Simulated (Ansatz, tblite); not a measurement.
Removing an electron: the cluster Pd3⁻. Total charge -1; doublet. Geometry: PBE0-D4/def2-TZVPD. Ansatz, gas phase; energy differences of separate SCF runs; the oxidised species is a triplet (the singlet lies 0.33 eV higher at PBE0-D4/def2-TZVPD).

```xyz
3

Pd    1.019   -1.064   -0.095
Pd   -1.262   -0.249    0.725
Pd    0.243    1.313   -0.630
```

In the def2 sets Pd takes a core potential; there is no spin–orbit coupling. The xTB rows come from tblite. HOMO above LUMO, or a gap near zero within one spin, warns that the state may not be the lowest or that an electron is smeared out. The structure comes from a short search, and lower isomers may exist.

```json
{"level": "GFN1-xTB", "−HOMO (eV)": "–", "vertical IE (eV)": "6.00", "−LUMO (eV)": "–", "HOMO–LUMO gap (eV)": "–", "remarks": "–"}
{"level": "GFN2-xTB", "−HOMO (eV)": "–", "vertical IE (eV)": "5.97", "−LUMO (eV)": "–", "HOMO–LUMO gap (eV)": "–", "remarks": "–"}
{"level": "r2SCAN-D4/def2-TZVPD", "−HOMO (eV)": "-0.85", "vertical IE (eV)": "1.81", "−LUMO (eV)": "-1.61", "HOMO–LUMO gap (eV)": "0.75", "remarks": "HOMO above zero (-1 doublet), gap within one spin near zero (triplet)"}
```

Estimate the rows for PBE-D4/def2-TZVPD, PBE0-D4/def2-TZVPD.


| level | −HOMO (eV) | vertical IE (eV) | −LUMO (eV) | HOMO–LUMO gap (eV) | remarks |
| --- | --- | --- | --- | --- | --- |
| PBE-D4/def2-TZVPD | -0.91 | 1.90 | -1.32 | 0.42 | HOMO above zero (-1 doublet), gap within one spin near zero (triplet) |
| PBE0-D4/def2-TZVPD | 0.30 | 1.89 | -2.37 | 2.67 | – |

  A HOMO above zero means that the electron is unbound at that level or that self-interaction error raises the level; the energy of removing that electron tells which. HOMO and LUMO are the levels of the spin that leaves or enters (xTB has no such levels and no spin-polarisation term). Other spin states of the ions may lie lower, which would lower the ionisation energy or raise the affinity. Raw xTB energy differences between charge states are shifted by several eV; the methods need an empirical correction for them.
